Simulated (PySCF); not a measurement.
From computed data to an observable: chemical shift, span and skew from a shielding tensor

Al(H)(OH)(SiH3) (AlH5OSi), SMILES [OH][AlH][SiH3]. Atoms are numbered in the order given.

```xyz
8

Al    -0.5477     0.7415     0.0000
H     -2.0503     1.2433     0.0000
O      0.7061     1.8939     0.0000
H      0.5626     2.8419     0.0000
Si     0.1506    -1.6058     0.0000
H     -0.3876    -2.3127     1.1935
H     -0.3876    -2.3127    -1.1935
H      1.6255    -1.7698     0.0000
```

Geometry: B3LYP-D3(BJ)/def2-TZVP. One conformer was computed; it need not be the lowest.

GIAO shieldings from B3LYP/pcSseg-1 (PySCF), non-relativistic, no solvent. The symmetric part of the tensor of Si5 has the principal values 463.5, 466.5, 484.7 ppm. The same nucleus in TMS has σ = 338.7 ppm at this level (PySCF, at its B3LYP-D3(BJ)/def2-TZVP geometry).

Q: Work out the isotropic shielding, the ²⁹Si shift against TMS, the span and the skew.

A: 
σ(iso) = (σ11 + σ22 + σ33)/3 = 471.6 ppm. δ = σ(ref) − σ(iso) = 338.7 − (471.6) = -132.9 ppm.
Span Ω = σ33 − σ11 = 21.2 ppm. Skew κ = 3(σ(iso) − σ22)/Ω = 0.72. Tumbling in solution averages the tensor to δ; in a static solid the shielding alone would spread this spin-1/2 line over Ω.
